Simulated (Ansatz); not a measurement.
`CC[SiH2][GaH2]` → `C[SiH2][CH2][GaH2]`  (isomerisation)

Calculated with Ansatz (gas phase, PBE0-D4/def2-TZVP geometries, no zero-point term in ΔE). CCSD(T)/CBS is the MP2 limit (def2-TZVPP, def2-QZVPP) plus CCSD(T) − MP2 in def2-TZVPP, frozen cores. Functionals use def2-TZVPP. B3LYP here is the variant with VWN-RPA as its local correlation; programs differ in this. HSE06 is defined as in plane-wave codes. For Ga outer-core shells are correlated without core-valence functions, which leaves a few kJ/mol of doubt a bond. Scalar relativity is left out up to krypton. One conformer a species, not always the lowest.

(1) Is it downhill or uphill in electronic energy at CCSD(T)/CBS, and by how much? (Estimate.)

(2) What do these levels give: LDA (SPW92), PBE-D4, BLYP, B3LYP, HSE06, LC-ωPBE, HF/def2-SVP, CCSD(T)/def2-SVP, CCSD/def2-TZVPP, CCSD(T)/def2-TZVPP, MP2/CBS(def2), CCSD/CBS(def2)? (Best estimate.)

Largest T1 diagnostic among the species: 0.012.

Results:

(1) Ansatz gave: Downhill: ΔE = -44.9 kJ/mol.

(2) Computed: LDA (SPW92) -32.1, PBE-D4 -30.4, BLYP -34.2, B3LYP -36.6, HSE06 -33.8, LC-ωPBE -41.2, HF/def2-SVP -32.4, CCSD(T)/def2-SVP -27.9, CCSD/def2-TZVPP -42.2, CCSD(T)/def2-TZVPP -42.8, MP2/CBS(def2) -53.7, CCSD/CBS(def2) -44.3 kJ/mol.

From PBE to PBE0 (25 % exact exchange), in def2-TZVPP and without D4, ΔE moves by −3.2 kJ/mol. Leaving LDA and LC-ωPBE aside and taking each functional with its dispersion term where it has one, the values, not all of them listed here, spread over 13.8 kJ/mol, from ωB97M-V to revPBE-D4.
